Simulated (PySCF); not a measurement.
Basis and Hamiltonian dependence of the ionisation energy of Ti

Ti [Ar] 3d2 4s2 (3F) → Ti⁺ [Ar] 3d2 4s1 (4F). Calculated with PySCF 2.14 from differences of total energies of unrestricted determinants, without spin-orbit coupling. Values in eV.

```
                                                            basis       Hamiltonian  functions    UHF  r2SCAN   PBE0  MP2 (valence)  CCSD(T) (valence)  CCSD(T) (valence and next inner shell)
                                                         def2-SVP  non-relativistic         31  5.529   6.364  6.551          6.134                n/a                                     n/a
                                                    jorge-DZP-DKH     spin-free X2C         43  5.524     n/a  6.522          6.192                n/a                                     n/a
                                            Sapporo-DKH3-DZP-2012     spin-free X2C         43  5.573     n/a  6.595          6.309                n/a                                     n/a
                                                      x2c-TZVPall     spin-free X2C         48  5.561     n/a    n/a          6.289                n/a                                     n/a
                                                          pcseg-2  non-relativistic         56  5.527     n/a    n/a          6.246                n/a                                     n/a
                                                     ANO-RCC-VTZP     spin-free X2C         59  5.560   6.412  6.572          6.323              6.645                                   6.759
                                                          cc-pVTZ  non-relativistic         68  5.524   6.364    n/a          6.306                n/a                                     n/a
x2c-TZVPPall with one added diffuse shell each of s, p, d, f type     spin-free X2C         80  5.560   6.405  6.583          6.359              6.661                                   6.791
                                                      def2-QZVPPD  non-relativistic         93  5.524   6.364  6.521          6.337              6.626                                   6.750
                                                       dyall-av2z  non-relativistic        101  5.527   6.369  6.541          6.291              6.598                                     n/a
                                                 aug-cc-pwCVTZ-DK     spin-free X2C        127  5.557   6.406  6.567          6.386                n/a                                     n/a
                                                   aug-cc-pVQZ-DK     spin-free X2C        140  5.556   6.402  6.565          6.397                n/a                                     n/a
                                                    aug-cc-pwCVQZ  non-relativistic        185  5.524     n/a    n/a            n/a                n/a                                     n/a
```

Problem. Estimate the row for aug-cc-pVTZ-DK (spin-free X2C, 93 functions).

Solution. From the rows with the same Hamiltonian and similar size; the calculation gives UHF 5.56; r2SCAN 6.41; PBE0 6.57; MP2 (valence) 6.38; CCSD(T) (valence) 6.67 (eV).

Extrapolation of MP2 (valence) from aug-cc-pVTZ-DK and aug-cc-pVQZ-DK: the correlation parts are 0.821 and 0.841 eV; with the X⁻³ form and unrounded values, (4³ × 0.841 − 3³ × 0.821)/(4³ − 3³) = 0.855 eV, and adding the Hartree-Fock value 5.556 eV of the larger basis gives 6.411 eV.

Frozen in the all-electron rows: valence: [Ar]; valence and next inner shell: [Ne].

Non-relativistic rows lack the scalar-relativistic shift.

Reference for a calculation without spin-orbit coupling: 6.828 eV (measured, between term centres; NIST).
